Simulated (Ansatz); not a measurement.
## Relaxing a trial structure of C4H5N3S

The starting geometry of this gas-phase singlet was optimised with GFN2-xTB; its bonds are those of `[H]/N=C1\C=C(N=C)NS1`.

```xyz
13

C    -1.0929    0.5777   -1.1773
C     0.5384    0.7996    0.4565
C     1.3145    1.6748    1.1504
C     2.4863    1.0896    1.7351
N    -0.6513    1.1224   -0.1304
N     3.4388    1.5546    2.4281
N     1.0679   -0.4687    0.3850
S     2.4646   -0.6515    1.3531
H    -0.5590   -0.1693   -1.7699
H    -2.0632    0.8922   -1.5324
H     1.0968    2.7213    1.2489
H     3.3944    2.5536    2.5950
H     0.4794   -1.2757    0.2495
```

**Question.** Predict what becomes of its bonds when it is optimised with PBE0-D3(BJ)/def2-SVP.

**Answer.** It keeps its bonds, and is `[H]/N=C1\C=C(N=C)NS1`.

The energy falls by 0.10 eV over 11 steps:

| step | E − E(last) (eV) |
| --- | --- |
| 1 | 0.102 |
| 2 | 0.045 |
| 3 | 0.042 |
| 4 | 0.021 |
| 5 | 0.004 |
| 7 | 0.000 |
| 8 | 0.000 |
| 9 | 0.000 |
| 10 | 0.000 |
| 11 | 0.000 |

Final geometry (Å):

```xyz
13

C    -1.0787    0.5577   -1.1697
C     0.5490    0.8401    0.4310
C     1.3134    1.6870    1.1713
C     2.5076    1.0777    1.7270
N    -0.6485    1.2026   -0.1624
N     3.4643    1.5127    2.4408
N     1.0611   -0.4399    0.2771
S     2.5138   -0.6384    1.1922
H    -0.5227   -0.2681   -1.6493
H    -2.0444    0.8436   -1.6064
H     1.0575    2.7342    1.3224
H     3.3476    2.5117    2.6199
H     0.3945   -1.2003    0.3979
```

The end wasn't checked by frequencies. Run with Ansatz 0.2.0, 120 s on 2 threads of AMD EPYC (Zen 3), on a shared host.
